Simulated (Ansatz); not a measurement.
Job for Ansatz (a first-principles code): R-wB97M-V/def2-TZVPPD on AsH3 (SMILES [AsH3]) with ghost functions, monomers drawn apart or pushed together. Files ending in .json are basis or fitting sets from the Basis Set Exchange.

Ansatz 0.2 input:
```yaml
crystal:
  periodic: [false, false, false]
  atoms:
    - {symbol: As, position_ang: [-0.27387206, 0.37503454, 3.14002692]}
    - {symbol: H, position_ang: [0.51667365, -0.00118145, 4.37984117]}
    - {symbol: H, position_ang: [-1.60295063, -0.08047370, 3.71425815]}
    - {symbol: H, position_ang: [-0.46089987, 1.82066600, 3.56293402]}
basis:
  gaussian:
    orbitals: def2-TZVPPD.json
    ghost_atoms:
      - {symbol: F, position_ang: [0.83298341, -0.55984759, -0.25489031]}
      - {symbol: H, position_ang: [0.55077934, -0.32185962, 0.60610121]}
hamiltonian:
  xc: {name: wB97M-V}
scf: {lower_state_search: off}
```

The log:

```
WARN ansatz: RAYON_NUM_THREADS=2 ignored (pool sized by the plan → 2); use --threads N
Functional definition: wB97M-V
these checks for a lower state are left out or cut short: stability, starts, cluster_reference, orbital_swaps, neighbouring_geometries, increment
integrals: 0.08 GiB planned
839 factors; their error is unknown
integrals: 0.12 GiB planned
227 factors; integrals over basis functions are off by at most 3.8e-5 eV
mean field: 0.74 GiB planned
mean field evaluation 1: about -60885.7729 eV, gradient 9.4e0 eV
mean field evaluation 2: about -60885.8964 eV, gradient 5.8e0 eV
mean field evaluation 4: about -60885.9229 eV, gradient 2.9e-1 eV
mean field evaluation 8: about -60886.0655 eV, gradient 3.6e-2 eV
mean field evaluation 16: about -60886.0655 eV, gradient 1.5e-6 eV
mean field -60886.06549014 eV, -2237.5216367052 hartree, gradient 1.5e-6 eV, S^2 0.000000; 0 other end points of the search recorded, 0 dependent functions left out
reference -60886.06553946 eV, -2237.5216385177 hartree; 18, 18 occupied and 144, 144 virtual orbitals, 839 factors
Total energy: -60886.06553946 eV, -2237.5216385177 hartree
Checks for a lower state left out: stability, starts, cluster_reference, orbital_swaps, neighbouring_geometries, increment
```

The run converged.

Cost: roughly 3 core-seconds.
